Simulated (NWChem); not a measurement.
# GeH4O2; SMILES [OH][GeH2][OH]

```xyz
7

Ge     0.0000     0.0000     0.3407
O     -1.4562    -0.0454    -0.6748
O      1.4562     0.0454    -0.6748
H     -0.0898    -1.2948     1.1590
H      0.0898     1.2948     1.1590
H     -1.5590     0.7478    -1.2119
H      1.5590    -0.7478    -1.2119
```
Atoms are numbered in this order, from 1.

Results from NWChem. The geometry was optimised at PBE0/def2-SVP.

Q: Among these, which level gives the lowest value of “orbital gap (eV)”?
A) PBE/3-21G
B) PBE/def2-TZVPP
C) PBE/pcseg-1
D) PBE/aug-pcseg-1

A: D, PBE/aug-pcseg-1. Values: PBE/aug-pcseg-1 6.11; PBE/def2-TZVPP 6.55; PBE/3-21G 6.58; PBE/pcseg-1 6.64
